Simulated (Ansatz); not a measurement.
Computed with Ansatz on PBE0-D4/def2-TZVP structures; ΔE is electronic, products minus reactants. CCSD(T)/CBS adds triple-zeta CCSD(T) − MP2 to the extrapolated MP2 energy (def2 sets, frozen cores). Functionals use def2-TZVPP. def2 core potentials past Kr. For Hf, I, Se outer-core shells are correlated without core-valence functions, which leaves a few kJ/mol of doubt a bond. Scalar relativity is left out up to krypton. Each species was taken in one conformer, which may not be the lowest.

Consider the ligand exchange at the Hf–I bond: `[Cl][Hf]([Cl])([Cl])[I]` + `C[SeH]` → `C[Se][Hf]([Cl])([Cl])[Cl]` + HI.

Q: Is it downhill or uphill in electronic energy at CCSD(T)/CBS, and by how much? (An estimate is asked.)

A: Computed: Uphill: ΔE = +48.2 kJ/mol.

Q: What do these levels give: LDA (SPW92), BLYP-D4, r2SCAN-D4, r2SCANh-D4, ωB97X-V, revPBE, r2SCANh, BHLYP, CAM-B3LYP, HF/def2-SVP, MP2/def2-TZVPP, CCSD(T)/def2-TZVPP? (An estimate is asked.)

A: Ansatz gave: LDA (SPW92) 42.3, BLYP-D4 45.5, r2SCAN-D4 48.4, r2SCANh-D4 49.4, ωB97X-V 50.8, revPBE 53.1, r2SCANh 51.0, BHLYP 58.9, CAM-B3LYP 54.8, HF/def2-SVP 65.2, MP2/def2-TZVPP 48.5, CCSD(T)/def2-TZVPP 45.9 kJ/mol.

Largest T1 diagnostic among the species: 0.013.

From PBE to PBE0 (25 % exact exchange), in def2-TZVPP and without D4, ΔE moves by +3.3 kJ/mol. In def2-TZVPP, CCSD(T) changes the Hartree–Fock value by −23.0 kJ/mol (the triples alone add −2.6 kJ/mol) and MP2 by −20.4 kJ/mol.
